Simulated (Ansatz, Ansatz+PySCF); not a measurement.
```xyz
2

O     0.0000    0.0000   -0.8912
O     0.0000    0.0000    0.8912
```

Basis set: STO-3G (spherical functions). Correlated methods keep 2 orbitals frozen. Correlation on ROHF uses semicanonical orbitals with singles. Charge 0, multiplicity 3.

Computed with Ansatz (development build ahead of 0.2.0); each method stands on the lowest determinant of its kind that the runs found.

The atomization energy at this shape (free ground-state atoms in the same class of orbitals less the molecule, no zero-point energy) of triplet O2:

```json
{"method": "UHF-CCSDT(Q)", "atomization energy": "0.85 eV"}
{"method": "ROHF-CCSD(T)", "atomization energy": "0.73 eV"}
{"method": "UHF-MP2", "atomization energy": "-0.94 eV"}
{"method": "ROHF-MP2", "atomization energy": "-1.01 eV"}
{"method": "UHF", "atomization energy": "-1.11 eV"}
{"method": "ROHF", "atomization energy": "-2.99 eV"}
```

Problem. What does PBE0 (unrestricted) give?

Solution. 1.11 eV. Caution: the shape is not the minimum. Caution for UHF-CCSDT(Q), ROHF-CCSD(T), UHF-MP2, ROHF-MP2: large amplitudes, a single reference is doubtful. Caution for UHF-CCSDT(Q): the amplitudes may be one of several solutions. Caution for UHF-CCSDT(Q), ROHF-CCSD(T), UHF-MP2, ROHF-MP2, UHF, ROHF: the determinant breaks the point group. Caution for UHF-CCSDT(Q), UHF-MP2, UHF: the unrestricted determinant is spin contaminated. Caution for ROHF-CCSD(T), ROHF-MP2, ROHF: an unrestricted determinant lies well below. Caution for ROHF-CCSD(T): the program doubts this total. Caution for UHF-MP2, ROHF-MP2: another reference gives a lower total; forces differ strongly between restricted and unrestricted references. Caution for ROHF-MP2, UHF, ROHF: the molecule lies well above its atoms at this level.

This basis has no polarisation functions and is too small for such energies, which can lie far from measured ones in either direction.
